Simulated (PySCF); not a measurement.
Cl4Cu2, SMILES [Cl][Cu]1<-[Cl][Cu]([Cl])<-[Cl]1 (connectivity only; charge and spin as stated), neutral, multiplicity 3.

The structure is a stationary point at B3LYP-D3(BJ)/def2-SVP. The spin state was assumed, not searched. One conformer was computed; it need not be the lowest.

Level of theory: PySCF with TDA-PBE/def2-SVPD.

Vertical excitations. The molecule is in vacuum.

```csv
state,energy (eV),λ (nm),f,main pairs
root 1,0.32,3906,0.000,β HOMO→LUMO 100 %
root 2,0.48,2558,0.000,β HOMO−2→LUMO 98 %
root 3,0.50,2503,0.000,β HOMO−1→LUMO 99 %
root 4,0.60,2074,0.000,β HOMO→LUMO+1 99 %
root 5,0.71,1747,0.000,β HOMO−2→LUMO+1 96 %
root 6,0.74,1676,0.000,β HOMO−3→LUMO 100 %
root 7,0.78,1599,0.000,β HOMO−1→LUMO+1 100 %
root 8,0.93,1334,0.000,β HOMO−4→LUMO 96 %
root 9,1.03,1205,0.000,β HOMO−3→LUMO+1 100 %
root 10,1.13,1096,0.000,"β HOMO−5→LUMO 77 %, β HOMO−4→LUMO+1 22 %"
```
Unrestricted roots are not spin-pure.
